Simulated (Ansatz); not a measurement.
Molecule: GeO, net charge 1, doublet state. 
Structure (B3LYP-D3(BJ)/def2-TZVP (Ansatz, an electronic-structure program) minimum search):
```xyz
2

Ge     0.0000     0.0000    -0.3569
O      0.0000     0.0000     1.4274
```
Charge +1, spin multiplicity 2.

Basis-set convergence of Hartree-Fock and CCSD correlation energies (hartree) with Ansatz. Correlated levels leave the core frozen unless marked. UHF or UKS for open shells. Spin-orbit coupling is left out. Frozen are the shells of the preceding noble gas and the d and f shells that filled before the atom's block. Non-relativistic.

| basis | functions | E(HF) | E(corr, CCSD) |
|---|---|---|---|
| def2-SVPD | 61 | -2149.57230 | -0.22615 |
| def2-TZVPPD | 94 | -2149.93199 | -0.26984 |
| def2-QZVPPD | 161 | -2149.97622 | -0.28640 |

Extrapolating the two largest sets (X = 3 and 4) as X^-3: E(corr) = (64·(-0.28640) - 27·(-0.26984))/37 = -0.2985 Eh, an estimate of the basis-set limit. The largest set recovers 96.0 % of it, the smallest 75.8 %.
